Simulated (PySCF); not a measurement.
Computed with PBE0 in PySCF with Rh def2-SVP with ECP28, S def2-SVP; scalar-relativistic core potentials, no spin–orbit coupling; density-fitted integrals.

Each entry is the lowest minimum that a search over a few typed start shapes (and spin states, where more than one is plausible) found, or that minimum re-optimised at the stated level; isomers with ligand–ligand bonds, or fragments after loss of a ligand pair, can lie lower. Open shells are unrestricted.

RhS₂ is a doublet of C2v symmetry with Rh–S 2.231 Å (×2), S–S 2.013 Å; Rh–S–S 63.2° (×2), S–Rh–S 53.6°. Its wavenumbers are 235, 371, 592 cm⁻¹.

(1) What changes when one electron is removed, giving RhS₂⁺?

Answers

(1) It costs 7.78 eV between the minima (7.79 eV with zero-point energy). RhS₂⁺ is a triplet of C2v symmetry with Rh–S 2.292 Å (×2), S–S 1.958 Å; Rh–S–S 64.7° (×2), S–Rh–S 50.6°; wavenumbers 253, 327, 666 cm⁻¹.

Open d and f shells are described by one determinant, and the ground state may have another occupation or spin.
